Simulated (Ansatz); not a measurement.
`C[Se]P` and `C[Se][AsH2]` differ in one atom or group.

Ansatz, PBE0-D4/def2-TZVP geometries, multiplicity 1. Each molecule was computed in one conformer, which needn't be the lowest.

Scalar relativity is left out up to krypton.

```json
{"property": "LUMO energy (ωB97M-V/def2-TZVPP) / eV", "`C[Se]P`": "1.34"}
{"property": "HOMO energy (PBE0/def2-TZVPP) / eV", "`C[Se]P`": "-6.53"}
{"property": "HOMO–LUMO gap (B3LYP/def2-TZVPP) / eV", "`C[Se]P`": "5.55"}
{"property": "HOMO–LUMO gap (PBE/def2-TZVPP) / eV", "`C[Se]P`": "4.00"}
{"property": "HOMO energy (PBE/def2-TZVPP) / eV", "`C[Se]P`": "-5.38"}
{"property": "size of the dipole moment (B3LYP/def2-TZVPP) / D", "`C[Se]P`": "0.70"}
```

Give the same properties after the change, and the shifts. (Estimate.)

The calculation gave: 
| property | `C[Se][AsH2]` | shift |
| --- | --- | --- |
| LUMO energy (ωB97M-V/def2-TZVPP) / eV | 1.10 | -0.24 |
| HOMO energy (PBE0/def2-TZVPP) / eV | -6.44 | 0.09 |
| HOMO–LUMO gap (B3LYP/def2-TZVPP) / eV | 5.23 | -0.32 |
| HOMO–LUMO gap (PBE/def2-TZVPP) / eV | 3.72 | -0.28 |
| HOMO energy (PBE/def2-TZVPP) / eV | -5.29 | 0.09 |
| size of the dipole moment (B3LYP/def2-TZVPP) / D | 1.03 | 0.33 |

With PBE0 the HOMO rises by 0.09 eV and the LUMO falls by 0.23 eV, so the gap narrows by about 0.32 eV. PBE moves the HOMO by 0.09 eV and ωB97M-V by 0.09 eV. Dipoles are sizes alone; their direction can turn.

B3LYP here is the variant with VWN-RPA as its local correlation; programs differ in this.

Spin–orbit coupling is left out; it splits and shifts lone-pair levels of the heavy atoms by tenths of an eV.
